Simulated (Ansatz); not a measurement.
The same path of AuBrH$_{2}$O (5 atoms, charge 0, multiplicity 1) was run twice with different band settings. The coordinate that changes most is the height of O1 over the plane of its neighbours.

Computed with Ansatz, RKS PBE/def2-SVP.

Relaxed end points:

```xyz
5
Properties=species:S:1:pos:R:3
O -0.777 0.868 -0.430
Au 0.763 -0.400 0.495
Br 2.423 -1.761 1.493
H -1.660 0.547 -0.158
H -0.749 0.746 -1.400
```

```xyz
5
Properties=species:S:1:pos:R:3
O -0.987 0.349 -0.667
Au 0.682 -0.598 0.404
Br 2.480 -1.620 1.557
H -1.543 0.835 -0.026
H -0.632 1.034 -1.269
```

Common settings: movable images 5; climbing image yes; spring 5.0 eV/Å²; optimiser quadratic models (default); start path through a guess of the saddle point; iteration limit 60; end points relaxed.

| run | force threshold |
| --- | --- |
| 1 | 0.03 eV/Å |
| 2 | 0.5 eV/Å |

(1) What does each run give, and how far can it be trusted?

## Answers

(1) Run 1: converged after 5 iterations, highest image 0.088 eV above the first end. A vibrational analysis at the climbing image gives one clearly imaginary mode, 438i cm⁻¹: a first-order saddle point.
Run 2: converged after 3 iterations, highest image 0.100 eV above the first end. The threshold of 0.5 eV/Å is loose, so the images may lie well off the minimum-energy path. The order of the stationary point at the top wasn't checked.
